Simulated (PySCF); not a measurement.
InEt2Cl, C₄H₁₀ClIn.
Bonds: In1–C2, In1–C9, In1–Cl16, C2–C3, C9–C10. Hydrogens: H4, H5 on C2; H6, H7, H8 on C3; H11, H12 on C9; H13, H14, H15 on C10.

Method: PBE0-D3(BJ)/def2-SVP geometry optimisation, gas phase, def2 core potentials past Kr (PySCF).

What internal coordinates does the optimisation give?

| bond | length (Å) |
| --- | --- |
| In1–C2, In1–C9 | 2.164 |
| In1–Cl16 | 2.396 |
| C2–C3, C9–C10 | 1.523 |
| C2–H4 and 3 like bonds | 1.102 |
| C3–H6 and 5 like bonds | 1.102 |

Bonds in one row agree within 0.01 Å and their mean is given. A selection of angles:
| angle | degrees |
| --- | --- |
| C2–In1–C9 | 146.0 |
| C2–In1–Cl16 | 106.5 |
| C9–In1–Cl16 | 107.5 |
| In1–C2–C3 | 112.6 |
| In1–C2–H4 | 109.2 |
| In1–C2–H5 | 104.8 |
| C3–C2–H4 | 112.4 |
| H4–C2–H5 | 106.5 |
| C2–C3–H6 | 111.3 |
| H6–C3–H7 | 107.1 |
| In1–C9–H11 | 108.3 |
| H11–C9–H12 | 106.2 |

Dihedral angles: C9–In1–C2–C3 146° (anticlinal); C2–In1–C9–C10 162° (antiperiplanar). The mirror-image conformer, all signs reversed, is as good.

In1 (indium bonded to 2 C and Cl) is planar (angles 146.0°, 107.5° and 106.5°, sum 360.0°, 0.01 Å off the plane of its three neighbours). Of the pairs four or more bonds apart, H8···Cl16 is among the closest relative to their van der Waals radii: 3.04 Å, 103 % of the sum of Bondi's values.

Point group: near C2, missed by 0.37 Å at most; the miss may be what the optimiser left on a soft mode. PBE0-D3(BJ)/def2-SVP frequencies: not computed here. The numbers are those of one conformer.
